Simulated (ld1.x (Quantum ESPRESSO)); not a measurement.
chromium (Cr): excitation energies, all-electron against PAW

```
Element                 : chromium
Generator               : ld1.x (Quantum ESPRESSO) 7.5
Type                    : PAW
Functional              : PBEsol
Relativity              : scalar-relativistic
Frozen core             : [Ne]
Valence charge          : 14
Reference configuration : 3s2 3p6 3d4 4s0 4p0 (charge +2)
Partial waves           : 3s (bound): rcut 1.20, rcutus 1.40 bohr; 4s (bound, empty): rcut 1.20, rcutus 1.40 bohr; 3p (bound): rcut 1.80, rcutus 1.90 bohr; 4p (bound, empty): rcut 1.80, rcutus 1.90 bohr; 3d (bound): rcut 1.25, rcutus 1.40 bohr; 3d channel at -0.25 Ry: rcut 1.25, rcutus 1.40 bohr; 4f channel at 0.5 Ry: rcut 2.00, rcutus 2.25 bohr; 4f channel at 0.95 Ry: rcut 2.00, rcutus 2.25 bohr
Local potential         : all-electron potential smoothed inside 1.05 bohr (lloc = -1)
Core correction         : Bessel-smoothed model core inside 1.30 bohr
Augmentation charge     : BG, radius 0.85 bohr
```

Energies are relative to the spin-unpolarised reference configuration 3s2 3p6 3d4 4s0 4p0; without spin polarisation the order of configurations can differ from experiment.

(1) Give the all-electron excitation energy and the error of the potential for: 3s2 3p6 3d5 4s1 4p0; 3s2 3p6 3d5 4s0 4p0; 3s2 3p6 3d3 4s0 4p0; 3s2 3p6 3d5 4s0.5 4p0; 3s2 3p6 3d6 4s0 4p0; 3s2 3p6 3d2 4s0 4p0; 3s2 3p6 3d4 4s1 4p1.

Levels in the configuration 3s2 3p6 3d3 4s0 4p0:

```json
{"level": "3s", "all-electron (eV)": "-112.452", "pseudo (eV)": "-112.524"}
{"level": "3p", "all-electron (eV)": "-83.599", "pseudo (eV)": "-83.581"}
{"level": "3d", "all-electron (eV)": "-39.077", "pseudo (eV)": "-39.079"}
```

## Answers

(1)

```json
{"valence configuration": "3s2 3p6 3d5 4s1 4p0", "charge": "0", "ΔE all-electron (eV)": "-22.887", "error AE − PS (meV)": "+6.1"}
{"valence configuration": "3s2 3p6 3d5 4s0 4p0", "charge": "+1", "ΔE all-electron (eV)": "-16.014", "error AE − PS (meV)": "-0.5"}
{"valence configuration": "3s2 3p6 3d3 4s0 4p0", "charge": "+3", "ΔE all-electron (eV)": "30.705", "error AE − PS (meV)": "-1.1"}
{"valence configuration": "3s2 3p6 3d5 4s0.5 4p0", "charge": "+0.5", "ΔE all-electron (eV)": "-20.180", "error AE − PS (meV)": "+1.5"}
{"valence configuration": "3s2 3p6 3d6 4s0 4p0", "charge": "0", "ΔE all-electron (eV)": "-21.160", "error AE − PS (meV)": "-0.1"}
{"valence configuration": "3s2 3p6 3d2 4s0 4p0", "charge": "+4", "ΔE all-electron (eV)": "79.023", "error AE − PS (meV)": "+4.5"}
{"valence configuration": "3s2 3p6 3d4 4s1 4p1", "charge": "0", "ΔE all-electron (eV)": "-19.351", "error AE − PS (meV)": "-2648"}
```

These tests converged, but a pseudo level misses the all-electron one widely, so the file describes the atom poorly there or has found another state: 3s2 3p6 3d4 4s1 4p1: 3d by 3.5 eV (a node warning on the way).
